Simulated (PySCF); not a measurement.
IRb, charge +1, multiplicity 2. Atoms are numbered in the order given.

```xyz
2

Rb     0.0000     0.0000    -2.2318
I      0.0000     0.0000     1.5580
```
Charge +1, spin multiplicity 2.

The structure is a stationary point at PBE0-D3(BJ)/def2-TZVPD. The spin state was assumed, not searched. The def2 effective core potentials stand for the cores of I, Rb; spin–orbit coupling is left out.

The numbers are results of PySCF with M06-2X/def2-TZVPD, not measurements.

The molecule is in vacuum.

Task: Estimate the frontier levels, dipole moment. (An estimate is asked for; the answer gives what the named calculation found.)

Result: 
```yaml
"α spin, highest occupied and lowest empty level": -13.21 and -4.89 eV
"β spin, highest occupied and lowest empty level": -12.70 and -7.98 eV
dipole_moment_about_the_centre_of_nuclear_charge: 8.97 D
"⟨S²⟩": 0.755 (pure state 0.75)
```
